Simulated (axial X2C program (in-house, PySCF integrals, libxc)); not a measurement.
**LiCa⁻: from Re and ωe to a spectrum**

A bond curve at the PBE0 level, 2c, was computed with an in-house relativistic program for diatomic molecules (basis Ca dyall-acv3z [12s13p7d5f], Li dyall-av3z [9s9p3d] (cores contracted in-house)) for the state Ω = 0 (closed shell). Its fit gives Re = 3.6980 Å, ωe = 155.6 cm⁻¹, ωexe = 1.66 cm⁻¹ and αe = 3.099e-03 cm⁻¹; the masses are 39.9626 and 7.0160 u. Two-component means X2C with spin–orbit coupling and atomic mean-field Coulomb and Gaunt terms.

(1) Find the reduced mass, Be and the force constant.

(2) Where do the fundamental and the first overtone lie?

(3) Estimate De from a Morse curve and compare with the computed well depth of 0.582 eV to Ca + Li-.

(4) A Morse curve ties αe to the other constants (Pekeris). How well does that hold?

(5) Estimate the centrifugal constant by the Kratzer relation.

One determinant describes the state; a PBE0 search over occupations chose it and may have missed a lower one. De is counted from the lowest determinant-based energies of the atoms at the same level, without counterpoise correction. Other states lie close and PBE0, whose exact exchange favours high spin, may order them wrongly; the determinant shown need not be the ground state. The nearest other 2c determinant of the search, Ω = 1, lies 0.41 eV up at the distance of the search. The highest occupied level of some functionals is positive through self-interaction error; at Hartree–Fock it is bound.

Results:

(1) From the PBE0 values: μ = 5.9682 u. Be = 16.8576/(μ Re²) = 0.2065 cm⁻¹. k = 5.8918×10⁻⁷ μ ωe² = 0.0851 mdyn/Å.

(2) ν(1←0) = ωe − 2ωexe = 152.3 cm⁻¹; ν(2←0) = 2ωe − 6ωexe = 301.2 cm⁻¹.

(3) De(Morse) = ωe²/(4ωexe) = 0.452 eV against 0.582 eV computed, a ratio of 0.78. The extrapolation falls short: long-range attraction (ionic or ion–induced dipole) or a change of character along the curve can cause this.

(4) αe(Morse) = 6Be²/ωe × (√(ωexe/Be) − 1) = 3.019e-03 cm⁻¹; the PBE0 curve gives 3.099e-03 cm⁻¹, a ratio of 0.97.

(5) D = 4Be³/ωe² = 1.46e-06 cm⁻¹.
